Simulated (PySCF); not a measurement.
Gas-phase reaction: 2 SnH2 + SnHCl3 = 2 SnHCl + SnH3Cl, at 1800 K and a standard pressure of 1 bar. Level: MP2/def2-TZVPP†.

Method: PySCF energies plus ideal-gas RRHO corrections (1 bar). † marks an energy on the PBE0/def2-TZVP geometry and frequencies. MP2 freezes the core. All species are closed-shell singlets. Sn: scalar-relativistic def2 core potential, no spin-orbit coupling. SnH2, SnHCl3, SnHCl, SnH3Cl: computed as isolated molecules; such fragments, hydroxides, amides, oligomers or adducts are transient or little studied in the gas. MP2 isn't extrapolated to the basis-set limit; its ΔH°(298 K) is -87.8 kJ in def2-SVP and -107.6 kJ in def2-TZVPP. The harmonic model lacks anharmonicity and excited electronic states, which grow with temperature; levels with a mode under 35 cm⁻¹ are left out. Soft modes under 120 cm⁻¹ make the harmonic entropy rough for SnHCl3.

```
species       E (Ha)  H(1800 K) − E (kJ/mol)  S°(1800 K) (J/mol/K)
-------  -----------  ----------------------  --------------------
SnH2      -214.79309                   109.9                 313.1
SnHCl3   -1593.49050                   198.5                 522.6
SnHCl     -673.97964                   107.4                 366.7
SnH3Cl    -675.16051                   205.2                 428.3
```
E: electronic energy; H − E holds the zero-point and thermal terms. 1 Ha = 2625.5 kJ/mol.

Work out ΔH°, ΔS°, ΔG° and log10 K from these numbers.

1. ΔE = 2×(-673.97964) + 1×(-675.16051) − 2×(-214.79309) − 1×(-1593.49050) = -0.04311 Ha = -113.2 kJ.
2. Δ(H − E) = 2×(107.4) + 1×(205.2) − 2×(109.9) − 1×(198.5) = 1.7 kJ, so ΔH° = -111.5 kJ.
3. ΔS° = 2×(366.7) + 1×(428.3) − 2×(313.1) − 1×(522.6) = 12.9 J/K; the number of gas molecules stays the same.
4. ΔG° = ΔH° − TΔS° = -111.5 − 1800×(12.9)/1000 = -134.7 kJ.
5. log10 K = −ΔG°/(RT ln 10) = 3.91, with RT ln 10 = 34.46 kJ/mol; at standard pressures the products are favoured.
6. A shift of 10 kJ in ΔE would move log10 K by 0.29 here.
For scale, ΔH°(298 K) is -108 kJ at this level, -105 kJ at ωB97M-V/def2-TZVP†, and runs from -139 to -86 kJ over the 18 levels computed.
